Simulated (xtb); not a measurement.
xtb input (GFN1-xTB):

```bash
xtb mol.xyz --gfn 1 --sp --chrg 0 --uhf 0
```
mol.xyz:
```
12

C      3.47416883    -0.09281213     0.09175325
C      2.43103620    -0.91032331     0.01434079
C      1.31988779    -0.76339131    -0.96685073
Ge    -0.28660605    -0.01591240    -0.11710944
Cl    -0.87177321    -1.18859820     1.59514335
Cl    -1.94797830     0.01887614    -1.49296547
Cl     0.05934720     2.00069325     0.55152647
H      3.59133466     0.74631274    -0.58395554
H      4.24608153    -0.23547907     0.83581216
H      2.34050374    -1.73170579     0.71733167
H      1.56717218    -0.07977950    -1.77945426
H      1.00261734    -1.71750170    -1.39066621
```

Output:

```
           -------------------------------------------------
          |                Calculation Setup                |
           -------------------------------------------------

           -------------------------------------------------
          |                 G F N 1 - x T B                 |
           -------------------------------------------------

        Reference                      10.1021/acs.jctc.7b00118
      * Hamiltonian:
        H0-scaling (s, p, d)           1.850000    2.250000    2.000000
        zeta-weighting                 0.000000
      * Dispersion:
        s8                             2.400000
        a1                             0.630000
        a2                             5.000000
        s9                             0.000000
      * Repulsion:
        kExp                           1.500000
        rExp                           1.000000
      * Coulomb:
        alpha                          2.000000
        third order                    atomic
        anisotropic                    false
      * Halogen bond correction:
        rad-scale                      1.300000
        damping                        0.440000

          ...................................................
          :                      SETUP                      :
          :.................................................:
          :  # basis functions                  62          :
          :  # atomic orbitals                  58          :
          :  # shells                           28          :
          :  # electrons                        42          :
          :  # halogen bonds                     0          :
          :  max. iterations                   250          :
          :  Hamiltonian                  GFN1-xTB          :
          :  restarted?                      false          :
          :  GBSA solvation                  false          :
          :  PC potential                    false          :
          :  electronic temp.          300.0000000     K    :
          :  accuracy                    1.0000000          :
          :  -> integral cutoff          0.2500000E+02      :
          :  -> integral neglect         0.1000000E-07      :
          :  -> SCF convergence          0.1000000E-05 Eh   :
          :  -> wf. convergence          0.2000000E-04 e    :
          :  Broyden damping             0.4000000          :
          :  net charge                          0          :
          :  unpaired electrons                  0          :
          ...................................................

 iter      E             dE          RMSdq      gap      omega  full diag
   1    -23.7283833 -0.237284E+02  0.761E+00    4.53       0.0  T
   2    -23.7188196  0.956369E-02  0.467E+00    4.65       1.0  T
   3    -23.1092960  0.609524E+00  0.494E+00    3.99       1.0  T
   4    -23.7397512 -0.630455E+00  0.609E-01    4.62       1.0  T
   5    -23.7497787 -0.100276E-01  0.201E-01    4.59       1.0  T
   6    -23.7501894 -0.410686E-03  0.115E-01    4.59       1.0  T
   7    -23.7504624 -0.272995E-03  0.294E-02    4.59       1.0  T
   8    -23.7504738 -0.113871E-04  0.964E-03    4.59       3.0  T
   9    -23.7504744 -0.577777E-06  0.788E-04    4.58      36.6  T
  10    -23.7504744  0.749206E-08  0.689E-04    4.58      41.9  T
  11    -23.7504744 -0.976637E-08  0.150E-04    4.58     192.2  T
  12    -23.7504744 -0.436991E-09  0.247E-05    4.58    1167.0  T

   *** convergence criteria satisfied after 12 iterations ***

         #    Occupation            Energy/Eh            Energy/eV
      -------------------------------------------------------------
         1        2.0000           -0.9087613             -24.7287
       ...           ...                  ...                  ...
        15        2.0000           -0.4859537             -13.2235
        16        2.0000           -0.4847389             -13.1904
        17        2.0000           -0.4711171             -12.8197
        18        2.0000           -0.4700354             -12.7903
        19        2.0000           -0.4695339             -12.7767
        20        2.0000           -0.4691585             -12.7665
        21        2.0000           -0.4272099             -11.6250 (HOMO)
        22                         -0.2587219              -7.0402 (LUMO)
        23                         -0.2205172              -6.0006
        24                         -0.1527756              -4.1572
        25                         -0.1476601              -4.0180
        26                         -0.1239284              -3.3723
       ...                                ...                  ...
        58                          0.5762982              15.6819
      -------------------------------------------------------------
                  HL-Gap            0.1684879 Eh            4.5848 eV
             Fermi-level           -0.3429659 Eh           -9.3326 eV

 SCC (total)                   0 d,  0 h,  0 min,  0.021 sec
 SCC setup                      ...        0 min,  0.000 sec (  0.517%)
 Dispersion                     ...        0 min,  0.000 sec (  0.252%)
 classical contributions        ...        0 min,  0.000 sec (  0.095%)
 integral evaluation            ...        0 min,  0.006 sec ( 28.790%)
 iterations                     ...        0 min,  0.007 sec ( 34.414%)
 molecular gradient             ...        0 min,  0.007 sec ( 35.113%)
 printout                       ...        0 min,  0.000 sec (  0.763%)

         :::::::::::::::::::::::::::::::::::::::::::::::::::::
         ::                     SUMMARY                     ::
         :::::::::::::::::::::::::::::::::::::::::::::::::::::
         :: total energy             -23.585760609397 Eh    ::
         :: gradient norm              0.018205881146 Eh/a0 ::
         :: HOMO-LUMO gap              4.584790367795 eV    ::
         ::.................................................::
         :: SCC energy               -23.750474395187 Eh    ::
         :: -> electrostatic           0.009506537802 Eh    ::
         :: repulsion energy           0.171511025272 Eh    ::
         :: dispersion energy         -0.006797239482 Eh    ::
         :: halogen bond corr.         0.000000000000 Eh    ::
         :: add. restraining           0.000000000000 Eh    ::
         :: total charge              -0.000000000000 e     ::
         :::::::::::::::::::::::::::::::::::::::::::::::::::::

           -------------------------------------------------
          |                Property Printout                |
           -------------------------------------------------

    * Orbital Energies and Occupations

         #    Occupation            Energy/Eh            Energy/eV
      -------------------------------------------------------------
         1        2.0000           -0.9087613             -24.7287
       ...           ...                  ...                  ...
         9        2.0000           -0.5360334             -14.5862
        10        2.0000           -0.5196348             -14.1400
        11        2.0000           -0.5109478             -13.9036
        12        2.0000           -0.5085338             -13.8379
        13        2.0000           -0.5003540             -13.6153
        14        2.0000           -0.4869723             -13.2512
        15        2.0000           -0.4859537             -13.2235
        16        2.0000           -0.4847389             -13.1904
        17        2.0000           -0.4711171             -12.8197
        18        2.0000           -0.4700354             -12.7903
        19        2.0000           -0.4695339             -12.7767
        20        2.0000           -0.4691585             -12.7665
Note: The following floating-point exceptions are signalling: IEEE_DENORMAL
normal termination of xtb
        21        2.0000           -0.4272099             -11.6250 (HOMO)
        22                         -0.2587219              -7.0402 (LUMO)
        23                         -0.2205172              -6.0006
        24                         -0.1527756              -4.1572
        25                         -0.1476601              -4.0180
        26                         -0.1239284              -3.3723
        27                         -0.1212694              -3.2999
        28                         -0.1098437              -2.9890
        29                         -0.0965754              -2.6280
        30                         -0.0798761              -2.1735
        31                         -0.0633305              -1.7233
        32                         -0.0483047              -1.3144
       ...                                ...                  ...
        58                          0.5762982              15.6819
      -------------------------------------------------------------
                  HL-Gap            0.1684879 Eh            4.5848 eV
             Fermi-level           -0.3429659 Eh           -9.3326 eV

  Mulliken/CM5 charges         n(s)   n(p)   n(d)
     1C    -0.09196 -0.19434   1.046  3.046  0.000
     2C    -0.01390 -0.07565   1.069  2.945  0.000
     3C    -0.10912 -0.19783   1.056  3.053  0.000
     4Ge    0.46409  0.40207   1.271  1.500  0.766
     5Cl   -0.14516 -0.13311   1.936  5.220 -0.010
     6Cl   -0.14521 -0.13314   1.936  5.219 -0.010
     7Cl   -0.14063 -0.12831   1.935  5.215 -0.010
     8H     0.03061  0.08398   0.969  0.000  0.000
     9H     0.03435  0.08720   0.966  0.000  0.000
    10H     0.02846  0.08518   0.972  0.000  0.000
    11H     0.04332  0.10146   0.957  0.000  0.000
    12H     0.04515  0.10249   0.955  0.000  0.000

Wiberg/Mayer (AO) data.
largest (>0.10) Wiberg bond orders for each atom

 ---------------------------------------------------------------------------
     #   Z sym  total        # sym  WBO       # sym  WBO       # sym  WBO
 ---------------------------------------------------------------------------
     1   6 C    3.982 --     2 C    1.942     9 H    0.978     8 H    0.977
     2   6 C    3.993 --     1 C    1.942     3 C    1.049    10 H    0.970
     3   6 C    3.993 --     2 C    1.049    11 H    0.960    12 H    0.952
                             4 Ge   0.836
     4  32 Ge   4.484 --     7 Cl   1.184     5 Cl   1.179     6 Cl   1.178
                             3 C    0.836
     5  17 Cl   1.353 --     4 Ge   1.179
     6  17 Cl   1.338 --     4 Ge   1.178
     7  17 Cl   1.358 --     4 Ge   1.184
     8   1 H    1.004 --     1 C    0.977
     9   1 H    1.006 --     1 C    0.978
    10   1 H    1.004 --     2 C    0.970
    11   1 H    1.004 --     3 C    0.960
    12   1 H    1.006 --     3 C    0.952
 ---------------------------------------------------------------------------

Topologies differ in total number of bonds
Writing topology from bond orders to xtbtopo.mol

 dipole moment from electron density (au)
     X       Y       Z
   0.8835  -0.5050  -0.5744  total (Debye):    2.970

           -------------------------------------------------
          | TOTAL ENERGY              -23.585760609397 Eh   |
          | GRADIENT NORM               0.018205881146 Eh/α |
          | HOMO-LUMO GAP               4.584790367795 eV   |
           -------------------------------------------------

------------------------------------------------------------------------
------------------------------------------------------------------------
 total:
 SCF:
```
